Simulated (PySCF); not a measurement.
GeHFBr2, SMILES [F][GeH]([Br])[Br]. Heavy atoms are numbered as in [GeH:1]([F:2])([Br:3])[Br:4]. Hydrogens are named by the atom that carries them.

Geometry: B3LYP-D3(BJ)/def2-SVP. The structure was generated by enumeration, and PubChem lists no compound with its InChIKey, so it may never have been made.

These are PBE/pcSseg-1 (PySCF) values and carry that method's errors.

GIAO shieldings, no solvent; atoms alike by connectivity are averaged. δ = σ(ref) − σ: ⁷³Ge against GeH4 (σ = 1614.4 ppm); ¹⁹F against CFCl3 (σ = 133.6 ppm); ¹H against TMS (σ = 31.49 ppm), references at their B3LYP-D3(BJ)/def2-TZVP geometries, non-relativistic (without spin–orbit terms, shifts of atoms bonded to Cl or Br come out too high).

```json
[
 {"nucleus": "⁷³Ge", "atoms": "Ge1 (GeH)", "count": "1", "δ (ppm)": "491.2"},
 {"nucleus": "¹⁹F", "atoms": "F2", "count": "1", "δ (ppm)": "-112.9"},
 {"nucleus": "¹H", "atoms": "H on Ge1", "count": "1", "δ (ppm)": "7.79"}
]
```
